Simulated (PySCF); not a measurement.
Unknown compound

Molecular formula: C4H6F2O2Si. Simulated spectra:

$^{1}$H NMR (300 MHz, computed): δ 6.95 (m, 1H), 6.35 (m, 1H), 5.11 (m, 2H), 4.03 (m, 2H).

$^{13}$C{$^{1}$H} NMR (computed): δ 144.4 (C), 134.9 (CH), 121.6 (CH), 56.9 (CH2).

[PySCF: NMR shieldings at PBE0/pcSseg-1/GIAO; geometry from GFN2-xTB; averaged over atoms made equivalent by symmetry, fast rotation or ring inversion; no solvent model; non-relativistic Hamiltonian; single conformer]

Referencing at the same level of theory: $^{1}$H and $^{13}$C vs TMS.

What is the structure?

## Answers


- The formula gives 2 degrees of unsaturation (1 ring in the answer).
- 4 carbon signals for 4 carbons: no two carbons are equivalent.
- Carbon types of the structure: 1 × C, 2 × CH, 1 × CH2, leaving 2 H on heteroatoms.
- δC 144.4, 134.9: alkene carbon bearing oxygen.
- δC 121.6: allylic sp3 CH bonded to 2 F; 2 electronegative neighbours deshield it.
- δC 56.9: sp3 CH2 bonded to O and Si; deshielded by the electronegative neighbour.
- δH 6.95: hydrogen on an alkene carbon bearing oxygen; olefinic region.
- δH 6.35: hydrogen on an allylic sp3 CH bonded to 2 F; its carbon carries F, which withdraws density.
- δH 5.11: hydrogen on a silicon bonded to C, O, in a 6-membered ring.
- δH 4.03: hydrogen on an sp3 CH2 bonded to O and Si; its carbon carries O, hence the downfield position.

The compound is SMILES O1C(C(F)F)=CO[SiH2]C1.

The shifts were computed for this structure.

Splittings by $^{19}$F in the carbon and heteronuclear signals aren't shown, as no couplings were computed. Shifts are as computed. Against solution values, carbons near 30 ppm lie about +3 ppm off and those near 130 ppm about +5 ppm. Of 1309 compounds with measured shifts, 239 miss one by over three times the rms of a fit or turn the order of signals round; such compounds aren't used in these exercises. Multiplicities follow the n + 1 count of equivalent neighbours, as no J values were calculated; m marks all less simple cases, F and P coupling included.
